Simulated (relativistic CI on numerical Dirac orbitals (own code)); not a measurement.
## Calculated levels, Kr2+

Computed by Dirac-Coulomb-Breit CI, orbitals from a KLI potential per configuration, model QED (radiative potential, 1s self-energy scaled to tabulated hydrogen-like ionisation energies), valence Slater integrals scaled by 0.85, P86 correlation estimate, and configurations built on the next ion tied to the tabulated ionisation energy (semi-empirical) (own radial code, finite nucleus).

CI space (outside the closed core [Ar] 3d10): 4s²4p⁴, 4s²4p³4d, 4s²4p³5s, 4s²4p³5p, 4s²4p³5d, 4s²4p³6s, 4s²4p³4f, 4s²4p³5f, 4s4p⁵, 4p⁶, 4s²4p²4d², 4s4p⁴4d, 4s4p⁴4f, 4s²4p²4f², 4s²4p³6p, 4s²4p³6d, 4s²4p³5g, 4s²4p³6f, 4p⁴4d², 4s4p⁴5s, 4s²4p²4d4f, 4s4p⁴5p, 4s²4p²4d5s. Levels of other configurations are missing.

The lowest level is 4s²4p⁴ ³P2, with 94 % of that term; Hund's rules for 4s²4p⁴ give ³P with J = 2, in agreement.

```tsv
No.	Configuration	Term	J	E (cm⁻¹)	%	Landé g	jj configuration (%)
1	4s²4p⁴	³P	2	0.0	94	1.482	4p3/2^2 (81)
2	4s²4p⁴	³P	1	4445.6	98	1.501	4p1/2 4p3/2^3 (98)
3	4s²4p⁴	³P	0	5132.8	93		4p3/2^2 (54)
4	4s²4p⁴	¹D	2	14738.5	94	1.018	4p1/2 4p3/2^3 (81)
5	4s²4p⁴	¹S	0	30868.3	92		4p3/2^4 (54)
6	4s4p⁵‡	³P°	2	122832.9	72	1.501	4s 4p3/2^3 (72)
7	4s4p⁵‡	³P°	1	126185.3	70	1.493	4s 4p1/2 4p3/2^4 (40)
8	4s4p⁵‡	³P°	0	128299.1	71		4s 4p1/2 4p3/2^4 (71)
9	4p³(4S°)4d	⁵D°	3	139195.3	97	1.495	4p1/2 4p3/2^2 4d5/2 (26)
10	4p³(4S°)4d	⁵D°	2	139211.7	98	1.495	4p1/2 4p3/2^2 4d3/2 (39)
11	4p³(4S°)4d	⁵D°	0	139225.2	97		4p1/2 4p3/2^2 4d3/2 (47)
12	4p³(4S°)4d	⁵D°	1	139230.0	98	1.497	4p1/2 4p3/2^2 4d3/2 (49)
13	4p³(4S°)4d	⁵D°	4	139304.7	98	1.496	4p1/2 4p3/2^2 4d5/2 (53)
14	4p³(2D°)4d	¹P°	1	146226.0	63	1.003	4p1/2 4p3/2^2 4d5/2 (37)
15	4p³(4S°)5s	⁵S°	2	147591.4	97	1.992	4p1/2 4p3/2^2 5s (51)
16	4p³(4S°)4d	³D°	2	149800.1	86	1.126	4p3/2 4d5/2 (40)
17	4p³(4S°)4d	³D°	3	150726.3	94	1.324	4p1/2 4p3/2^2 4d5/2 (65)
18	4p³(4S°)4d	³D°	1	151102.3	97	0.511	4p1/2 4p3/2^2 4d5/2 (46)
19	4p³(4S°)5s	³S°	1	154142.0	96	1.975	4p1/2 4p3/2^2 5s (48)
20	4p³(2D°)4d	³F°	2	155501.4	89	0.718	4p1/2 4p3/2^2 4d3/2 (64)
21	4p³(2D°)4d	³F°	3	156603.4	91	1.087	4p1/2 4p3/2^2 4d3/2 (58)
22	4p³(2D°)4d	¹S°	0	157631.8	97		4p1/2 4p3/2^2 4d5/2 (52)
23	4p³(2D°)4d	³F°	4	157927.1	92	1.237	4p1/2 4p3/2^2 4d5/2 (73)
24	4p³(2D°)4d	³G°	3	161877.2	91	0.776	4p1/2 4p3/2^2 4d3/2 (37)
25	4p³(2D°)4d	³G°	4	162224.1	85	1.075	4p1/2 4p3/2^2 4d5/2 (39)
26	4p³(2D°)4d	³G°	5	162882.2	100	1.200	4p1/2 4p3/2^2 4d5/2 (100)
27	4p³(2D°)4d	¹G°	4	165243.0	91	1.014	4p1/2 4p3/2^2 4d3/2 (62)
28	4p³(2D°)5s	³D°	1	166178.3	72	0.551	4p1/2 4p3/2^2 5s (40)
29	4p³(2D°)5s	³D°	2	166623.1	66	1.170	4p1/2 4p3/2^2 5s (43)
30	4p³(2P°)4d	¹D°	2	167822.5	45	1.034	4p1/2 4p3/2^2 5s (43)
31	4p³(2D°)5s	³D°	3	168114.3	91	1.333	4p1/2 4p3/2^2 5s (91)
32	4p³(2D°)4d	³D°	1	172398.2	76	0.534	4p3/2 4d3/2 (27)
33	4p³(2P°)4d	³P°	0	174260.7	84		4p3/2 4d3/2 (43)
34	4p³(2D°)5s	¹D°	2	174289.1	50	1.020	4p1/2 4p3/2^2 5s (46)
35	4p³(2D°)4d	³D°	2	174517.5	81	1.168	4p1/2 4p3/2^2 4d5/2 (42)
36	4p³(2P°)4d	³P°	1	175126.1	81	1.505	4p3/2 4d5/2 (33)
37	4p³(2D°)4d	³D°	3	176580.2	55	1.227	4p1/2 4p3/2^2 4d5/2 (35)
38	4p³(4S°)5p	⁵P	1	176696.5	96	2.469	4p1/2 4p3/2^2 5p1/2 (47)
39	4p³(2P°)4d	³F°	3	176879.9	64	1.160	4p1/2 4p3/2^2 4d5/2 (57)
40	4p³(4S°)5p	⁵P	2	176933.7	93	1.810	4p1/2 4p3/2^2 5p1/2 (34)
41	4p³(2P°)4d	³F°	4	177188.3	88	1.229	4p3/2^3 4d5/2 (65)
42	4p³(2P°)4d	³F°	2	177373.0	92	0.709	4p1/2 4p3/2^2 4d3/2 (54)
43	4p³(4S°)5p	⁵P	3	177611.0	97	1.661	4p1/2 4p3/2^2 5p3/2 (51)
44	4p³(2P°)4d	³P°	2	179073.9	74	1.454	4p3/2^3 4d5/2 (38)
45	4p³(4S°)5p	³P	1	180995.5	93	1.500	4p3/2 5p3/2 (43)
```

Energies count from the lowest computed level; ° marks odd parity. Percentages are summed over parent terms; the parents shown are those of the largest component, closed shells are left out there. Filled j subshells are mostly left out of the jj labels. ‡ marks configurations that were not tied to measured data.

The mean weight of the leading LS term, summed over parents, in these 45 levels is 85 %, and that of the leading jj configuration (from the same eigenvectors) 53 %, so LS coupling describes them better.

Configurations that consist of the next ion and one excited electron were tied to the tabulated ionisation energy; Rydberg ones are usually within 1,000 to 3,000 cm⁻¹ and the lowest ones within about 6,000 (9,000 in d shells), while levels on excited terms of the next ion carry the error of that term, and the other configurations can be misplaced by 10,000 cm⁻¹ or more. Rates follow the energies as ν³ (E1, M1) or ν⁵ (E2), so rates, branching and lifetimes can be off by large factors. The fine structure of a lone outer electron comes out too small, for d and f at times inverted, and misplaced configurations move strength between like terms. 60 of the 69 excited levels that our extract of the measured tables holds in this range could be paired (the sources list more); they are missed by 2373 cm⁻¹ on average and 6959 at most, and levels without a partner can miss by more.

Landé's interval rule says that E(J) − E(J−1) = AJ with one A. For the ground term the intervals give A = -687.2, -2222.8 cm⁻¹ for J = 1, 2; the multiplet is inverted.

LS names give the leading component of a level, which can be under half, so a name can repeat, a term be missing and a line seem to break the LS rules.
